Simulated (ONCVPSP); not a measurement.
## Pseudopotential generation for rhenium: ONCV, Wu-Cohen, scalar-relativistic.

```
Element                 : Re
Generator               : ONCVPSP 4.0.1
Type                    : optimised norm-conserving Vanderbilt (ONCV)
Functional              : Wu-Cohen
Relativity              : scalar-relativistic
Frozen core             : [Kr] 4d10 4f14
Valence charge          : 15
Reference configuration : 5s2 5p6 5d5 6s2
Partial waves           : 5s+6s: rc 1.80 bohr, ncon 5, nbas 9, qcut 7.4 1/bohr, 2 projectors; 5p: rc 1.40 bohr, ncon 5, nbas 8, qcut 6.7 1/bohr, 2 projectors, debl 0.7 Ha; 5d: rc 1.95 bohr, ncon 4, nbas 9, qcut 6.4 1/bohr, 2 projectors, debl 1 Ha
Local potential         : polynomial inside 1.35 bohr (lpopt 5, dvloc0 0 Ha)
Core correction         : Teter function fitted to the true core (icmod 2), fcfact 0.55
```

In the p channel the program set the typed energies aside and used -1.728, 0.250 Ha.

All-electron outer shells of the reference configuration (Wu-Cohen, scalar-relativistic, ld1.x):

```tsv
shell	level (eV)	outermost node (bohr)	outermost maximum (bohr)
5s	-85.28	0.52	0.93
5p	-47.02	0.56	1.06
4f	-42.33	–	0.41
6s	-5.99	1.24	2.57
5d	-5.39	0.62	1.43
```

Estimate the cutoffs (Ha) at which the residual kinetic energy of the hardest occupied pseudo-wave falls to 1 and 0.1 mHa per electron.

79 Ha and 98 Ha.

Does the potential have ghost states?

No bound ghost flagged; GHOST(+) flagged for s at 201.9 eV.

Which valence shell sets the plane-wave cutoff?

5p: 79 Ha for 1 mHa per electron, against 21 Ha for 5s.

Tests: 5s2 5p6 5d5 6s1; 5s2 5p6 5d5 6s0; 5s2 5p6 5d4 6s0; 5s2 5p6 5d5.5 6s1.5. Which has the largest error in its energy relative to the reference configuration, and how large is it?

5s2 5p6 5d4 6s0, with -23 meV (all-electron minus pseudo) on +52.82 eV.
